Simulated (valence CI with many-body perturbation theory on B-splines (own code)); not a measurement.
## E1 transitions of Al⁶⁺

Computed by valence CI with perturbative core correlation (CI+MBPT): five valence electrons over a frozen Dirac-Fock core [He], radial functions for each j: 11 s, 11 p, 10 d, 8 f, 5 g, 2 h, with the one-electron correlation potential Σ1, the two-electron term Σ2, the three-electron term Σ3, Breit, model QED; selected CI, second order for the rest, scaled by the run's own slope (own B-spline code, finite nucleus).

Set against measurement, 28 paired levels are off by 260 cm⁻¹ on average, the worst by 599. These come from a selection out of NIST levels in Kelleher and Podobedova, J. Phys. Chem. Ref. Data 37, 709 (2008); Martin and Zalubas, J. Phys. Chem. Ref. Data 8, 817 (1979). Levels without a partner in it may be off by more. Among the levels kept, up to 5600 cm⁻¹ of a level comes from second order outside the variational space, and about a tenth of that is noise between levels of different J, which matters for small intervals. 2 measured levels below the end of the list, from 1318010 cm⁻¹ on, found no clear computed partner, and computed levels of the same name lie up to 5257 cm⁻¹ from them.

Lines 101 to 150 of 600 in falling wavelength, among levels below 1604500 cm⁻¹, chosen from the strongest by gf and those to the six lowest levels. Wavelengths and rates use the calculated energies, so an error of 300 cm⁻¹ moves a line at 132.7 nm by 0.4 % and its rate by three times that or more. Electric multipoles are in the length gauge, E1 and E2 with the static RPA response of the core. Weak lines are less certain than strong ones. Lines between different terms over intervals too small for the method are left out, as are lines whose strength nearly cancels. Where a level lies close to another of its J and parity, the split of strength between their lines is uncertain. The highest levels of a list are the least certain.

Names give the largest LS component (configuration and term), which can be under half, so a name can repeat, a term be missing and a line seem to break the LS rules; names also repeat where a configuration has a term twice. Letters in brackets count levels of one name in rising energy.

```
λ vac (nm)                   Upper                   Lower   A (s⁻¹)  S (a.u.) with core polarisation  S without
     132.7    2s.2p3.3p 4D_3/2 [b]       2s.2p3.3s 4P°_1/2  2.98e+08                         1.37e+00   1.37e+00
     132.6        2s.2p3.3p 4F_9/2       2s.2p3.3s 4D°_7/2  6.16e+08                         7.09e+00   7.09e+00
     132.1      2s2.2p2.3p 2F°_5/2       2s2.2p2.3s 2D_3/2  5.39e+08                         3.68e+00   3.68e+00
     131.9       2s.2p3.3d 2D°_3/2    2s.2p3.3p 2D_3/2 [a]  2.59e+08                         1.17e+00   1.17e+00
     131.3       2s2.2p2.4s 4P_5/2       2s.2p3.3s 4P°_5/2  1.39e+08                         9.36e-01   9.36e-01
     131.2       2s2.2p2.4s 4P_5/2       2s.2p3.3s 4P°_3/2  9.88e+07                         6.61e-01   6.61e-01
     131.0        2s.2p3.3p 6P_3/2       2s.2p3.3s 6S°_5/2  6.20e+08                         2.75e+00   2.75e+00
     130.8      2s2.2p2.3p 2F°_7/2       2s2.2p2.3s 2D_5/2  5.78e+08                         5.11e+00   5.11e+00
     130.6        2s.2p3.3p 6P_5/2       2s.2p3.3s 6S°_5/2  6.27e+08                         4.13e+00   4.13e+00
     130.2      2s2.2p2.3p 4P°_3/2       2s2.2p2.3s 4P_5/2  2.15e+08                         9.35e-01   9.35e-01
     129.9        2s.2p3.3p 6P_7/2       2s.2p3.3s 6S°_5/2  6.37e+08                         5.51e+00   5.51e+00
     127.9      2s2.2p2.3p 4P°_5/2       2s2.2p2.3s 4P_5/2  4.56e+08                         2.82e+00   2.82e+00
     127.4      2s2.2p2.3p 4P°_1/2       2s2.2p2.3s 4P_3/2  5.01e+08                         1.02e+00   1.02e+00
     126.4      2s2.2p2.3p 4P°_3/2       2s2.2p2.3s 4P_3/2  1.46e+08                         5.85e-01   5.85e-01
     124.4       2s.2p3.3d 4F°_3/2        2s.2p3.3p 4F_3/2  1.39e+08                         5.27e-01   5.27e-01
     124.4       2s.2p3.3d 4F°_7/2        2s.2p3.3p 4F_7/2  1.73e+08                         1.32e+00   1.32e+00
     124.3       2s.2p3.3d 4F°_5/2        2s.2p3.3p 4F_5/2  1.39e+08                         7.92e-01   7.92e-01
     124.3      2s2.2p2.3p 4P°_5/2       2s2.2p2.3s 4P_3/2  1.21e+08                         6.88e-01   6.88e-01
     124.3       2s.2p3.3d 2F°_7/2    2s.2p3.3p 2D_5/2 [a]  4.45e+08                         3.37e+00   3.37e+00
     124.2       2s.2p3.3d 2F°_5/2    2s.2p3.3p 2D_3/2 [a]  3.80e+08                         2.16e+00   2.16e+00
     124.1       2s.2p3.3d 4F°_9/2        2s.2p3.3p 4F_9/2  2.47e+08                         2.33e+00   2.33e+00
     124.0      2s2.2p2.3p 4P°_3/2       2s2.2p2.3s 4P_1/2  2.24e+08                         8.43e-01   8.43e-01
     124.0       2s.2p3.3d 4P°_5/2    2s.2p3.3p 4P_5/2 [b]  2.33e+08                         1.31e+00   1.31e+00
     123.6       2s.2p3.3d 4P°_5/2    2s.2p3.3p 4P_3/2 [b]  1.02e+08                         5.71e-01   5.71e-01
     123.3   2s2.2p2.3d 2F_7/2 [b]  2s2.2p2.3p 2D°_5/2 [b]  5.27e+08                         3.90e+00   3.90e+00
     123.2   2s2.2p2.3d 2P_3/2 [b]  2s2.2p2.3p 2P°_3/2 [b]  4.17e+08                         1.54e+00   1.54e+00
     123.1   2s2.2p2.3d 2F_5/2 [b]  2s2.2p2.3p 2D°_3/2 [b]  4.45e+08                         2.46e+00   2.46e+00
     123.0       2s.2p3.3d 4P°_3/2    2s.2p3.3p 4P_5/2 [b]  1.67e+08                         6.14e-01   6.14e-01
     122.7   2s2.2p2.3d 2F_5/2 [b]  2s2.2p2.3p 2D°_5/2 [b]  1.11e+08                         6.07e-01   6.07e-01
     122.6  2s2.2p2.3p 2P°_3/2 [c]       2s2.2p2.3s 2S_1/2  6.93e+08                         2.52e+00   2.52e+00
     122.6  2s2.2p2.3p 2P°_1/2 [c]       2s2.2p2.3s 2S_1/2  6.95e+08                         1.26e+00   1.26e+00
     122.4       2s.2p3.3d 4P°_3/2    2s.2p3.3p 4P_1/2 [b]  1.28e+08                         4.63e-01   4.63e-01
     122.1       2s.2p3.3d 4P°_1/2    2s.2p3.3p 4P_3/2 [b]  2.75e+08                         4.94e-01   4.94e-01
     121.9  2s2.2p2.3p 2P°_3/2 [a]       2s2.2p2.3s 2P_3/2  4.50e+08                         1.61e+00   1.61e+00
     121.9   2s2.2p2.3d 2P_1/2 [b]  2s2.2p2.3p 2P°_1/2 [b]  3.54e+08                         6.33e-01   6.33e-01
     121.5      2s.2p3.3d 4G°_11/2        2s.2p3.3p 4F_9/2  7.32e+08                         7.77e+00   7.77e+00
     121.2       2s.2p3.3d 4G°_9/2        2s.2p3.3p 4F_7/2  7.13e+08                         6.27e+00   6.27e+00
     121.0       2s.2p3.3d 4G°_7/2        2s.2p3.3p 4F_5/2  6.79e+08                         4.75e+00   4.75e+00
     120.8       2s.2p3.3d 4G°_5/2        2s.2p3.3p 4F_3/2  6.53e+08                         3.41e+00   3.41e+00
     120.1   2s2.2p2.3d 2D_3/2 [b]  2s2.2p2.3p 2D°_3/2 [b]  2.67e+08                         9.11e-01   9.11e-01
     119.0       2s.2p3.3d 4F°_7/2    2s.2p3.3p 4D_7/2 [a]  1.17e+08                         7.77e-01   7.77e-01
     118.8       2s.2p3.3d 4F°_5/2    2s.2p3.3p 4D_5/2 [a]  1.79e+08                         8.89e-01   8.89e-01
     118.7   2s2.2p2.3d 2D_5/2 [b]  2s2.2p2.3p 2D°_5/2 [b]  1.75e+08                         8.67e-01   8.67e-01
     118.7       2s.2p3.3d 4F°_9/2    2s.2p3.3p 4D_7/2 [a]  5.26e+08                         4.34e+00   4.34e+00
     118.7       2s.2p3.3d 4F°_3/2    2s.2p3.3p 4D_3/2 [a]  1.84e+08                         6.07e-01   6.07e-01
     118.6       2s.2p3.3d 4F°_7/2    2s.2p3.3p 4D_5/2 [a]  4.50e+08                         2.97e+00   2.97e+00
     118.5    2s.2p3.3p 2D_5/2 [a]   2s.2p3.3s 2D°_5/2 [a]  7.76e+08                         3.83e+00   3.83e+00
     118.5       2s.2p3.3d 4F°_5/2    2s.2p3.3p 4D_3/2 [a]  3.91e+08                         1.92e+00   1.92e+00
     118.4       2s.2p3.3d 4F°_3/2    2s.2p3.3p 4D_1/2 [a]  3.83e+08                         1.26e+00   1.26e+00
     118.2    2s.2p3.3p 2D_3/2 [a]   2s.2p3.3s 2D°_3/2 [a]  7.32e+08                         2.39e+00   2.39e+00
```
